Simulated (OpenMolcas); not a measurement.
**CH4F2Si (SMILES C[SiH](F)F): the HOMO–LUMO gap, rung by rung**

CH4F2Si has 8 atoms, charge 0, and is taken as a singlet. SMILES: `C[SiH](F)F`. The coordinates come from a PBE0-D4/def2-TZVP relaxation.

```xyz
8

C    -0.3871    0.8817   -0.1747
Si    0.3293   -0.7752    0.1806
F     1.9163   -0.6783    0.2267
F    -0.0354   -1.7839   -0.9940
H    -0.0134    1.2690   -1.1254
H    -0.1227    1.5910    0.6133
H    -1.4768    0.8244   -0.2314
H    -0.1181   -1.3857    1.4490
```

Each level gives the HOMO–LUMO gap (eV). The values are calculated.

| level | kind | program | value (eV) | CPU time |
| --- | --- | --- | --- | --- |
| SVWN5/cc-pVDZ | LDA | OpenMolcas | 8.20 | 30 s |
| PBE/cc-pVDZ | GGA | OpenMolcas | 8.37 | 40 s |
| M06-L/cc-pVDZ | meta-GGA | OpenMolcas | 9.34 | 48 s |
| r2SCAN/cc-pVDZ | meta-GGA | OpenMolcas | 9.26 | 47 s |
| B3LYP/cc-pVDZ | global hybrid | OpenMolcas | 10.38 | 37 s |
| BHLYP/cc-pVDZ | global hybrid | OpenMolcas | 13.25 | 35 s |
| M06-2X/cc-pVDZ | hybrid meta-GGA | OpenMolcas | 13.04 | 47 s |
| B2PLYP/cc-pVDZ | double hybrid | OpenMolcas | 13.52 | 26 s |

The values span 8.20 to 13.52 eV. Orbital gaps aren't excitation energies, and those of double hybrids come from the SCF part alone; they tend to grow with the share of exact exchange. CPU times are rough (shared hosts, several kinds of processor and program).
